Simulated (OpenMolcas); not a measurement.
**F³⁺: from RASSCF to RASPT2**

- Program: OpenMolcas 26.06
- Basis: ANO-RCC [8s7p4d3f2g]
- Scalar Hamiltonian: DKH2, point nucleus
- Active space: 2 electrons in 9 orbitals (RAS2 2p; RAS3 3s 3d, at most 1 electron)
- State averaging: 2S+1 = 3 even, 3 roots; 2S+1 = 1 even, 6 roots
- Spin-orbit coupling: state interaction with AMFI integrals over the reference wave functions, term energies averaged over their components

Methods on the same reference wave functions:
A. RASSCF
B. SS-RASPT2, IPEA 0.25 Eh, imaginary shift 0.1 Eh (closed shells correlated: 1s 2s)

Energies in cm⁻¹ above 2s² 2p² ³P₀, the measured ground level; measured values from Moore, Atomic Energy Levels, vol. I, NSRDS-NBS 35 (1971 reprint of NBS Circular 467, 1949).

```
      Level      A      B  Measured
2s² 2p² ³P₀    0.0    0.0       0.0
2s² 2p² ³P₁    224    225       225
2s² 2p² ³P₂    657    657       613
2s² 2p² ¹D₂  27856  25510     25241
2s² 2p² ¹S₀  68520  59590     53544
```

Deviations, from unrounded energies. A percentage is the sum of absolute deviations over the sum of measured energies, with the sign that they share, or ± where signs differ.

| Against measurement | Levels | A | B |
| --- | --- | --- | --- |
| mean absolute deviation (cm-1) | 4 | 4400 | 1600 |
| fine structure of the ground term (%) | 2 | ±5.3 | ±5.3 |
| other terms of the ground configuration (%) | 2 | +22.3 | +8.0 |

B lies closest to measurement on these levels. The largest miss of B in the table is 2s² 2p² ¹S₀, by +6000 cm-1. The ranking rests on the paired levels alone, and a cruder setting can come out closer through cancelling errors.

From A to B the spin-free energies of the other terms of 2s² 2p² shown, above ³P, scale by factors of 0.87 to 0.91.

The lowest spin-free term lies below A's lowest term by 0.136 hartree in B.

CASPT2 breaks the degeneracy within a term, and the mean is taken; among the terms shown or strongly mixed into the levels shown the widest spread is 63 cm-1 (2s² 2p² ¹D, B). With the s shell closed, the reference lacks s² → p² mixing. Measured partners are found by configuration, term and J. A level has none where our copy of the source lacks it or the pairing is in doubt (some pairs that miss far off the trend of their configuration count as doubtful), and it then counts in no deviation. Levels of configurations outside the active space are missing.
